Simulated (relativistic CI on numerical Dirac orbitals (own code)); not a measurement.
Hf2+ (5d2) in a crystal field

Calculated by Dirac-Coulomb-Breit CI, KLI orbitals optimised for each configuration, model QED (radiative potential, 1s self-energy scaled to tabulated hydrogen-like ionisation energies), valence Slater integrals scaled by 0.8, one configuration in a parametric crystal field (own radial code).

Field parameters in Wybourne normalisation: D3d B²₀ = −7Dσ, B⁴₀ = −14Dq − 21Dτ, B⁴₃ = −14√(10/7) Dq; Oh B⁴₀ = 21Dq, B⁴₄ = √(5/14) B⁴₀; Td as Oh with Dq negative (B⁴₀ = 21Dq, B⁴₄ = √(5/14) B⁴₀). The field is a parameter set, without covalency.

S and J are read from ⟨S²⟩ = S(S + 1) and ⟨J²⟩ = J(J + 1) of each level; they are not fictitious spins.

D3d, 10Dq = 43800, Dσ = 230, Dτ = 420 cm⁻¹, the lowest 10 levels:

```
E (cm⁻¹)  Degeneracy  Irrep     S     J
     0.0           2      E  1.00  2.69
     583           2      E  0.99  2.91
    1055           1     A1  0.98  3.08
    1533           1     A2  1.00  3.35
    4498           2      E  0.99  3.13
    4596           1     A1  0.98  3.28
    6177           1     A1  0.11  3.16
    8143           2      E  0.06  3.20
   11571           2      E  0.02  3.24
   20073           1     A1  0.02  2.68
```

Td, 10Dq = -11800 cm⁻¹, the lowest 10 levels:

| E (cm⁻¹) | Degeneracy | Irrep | S | J |
| --- | --- | --- | --- | --- |
| 0.0 | 3 | T2 | 1.00 | 3.04 |
| 7377 | 2 | E | 0.24 | 2.78 |
| 11515 | 1 | A2 | 1.00 | 3.00 |
| 11771 | 3 | T2 | 0.99 | 3.18 |
| 12227 | 3 | T1 | 1.00 | 3.26 |
| 12545 | 2 | E | 0.91 | 2.93 |
| 13730 | 1 | A1 | 0.28 | 3.36 |
| 16945 | 3 | T2 | 0.99 | 2.69 |
| 17244 | 3 | T1 | 0.99 | 2.66 |
| 17259 | 2 | E | 0.98 | 3.03 |

Oh, 10Dq = 28900 cm⁻¹, the lowest 16 levels:

```csv
E (cm⁻¹),Degeneracy,Irrep,S,J
0.0,2,E,0.99,2.64
66.7,3,T2,0.99,2.71
1642,3,T1,1.00,3.35
2257,1,A1,0.99,3.62
8130,3,T2,0.04,3.17
8256,2,E,0.04,3.20
17871,1,A1,0.03,2.81
28026,1,A2,1.00,3.00
28356,3,T2,1.00,3.06
28910,3,T1,1.00,3.40
28949,2,E,1.00,3.42
34239,1,A1,0.99,1.37
34563,3,T1,0.99,1.70
35016,3,T2,0.87,2.40
35499,2,E,1.00,2.27
37183,3,T2,0.30,2.93
```

The free-ion ground term has S = 1. Every field shown keeps that spin.

Levels of this model without a field, named by their leading LS term (the scale mimics covalency, so terms lie below those of the real free ion): 3F_2 0, 3F_3 2220, 3F_4 4531, 1D_2 8550, 3P_0 8821, 3P_1 9788, 3P_2 12198, 1G_4 13046 cm⁻¹.
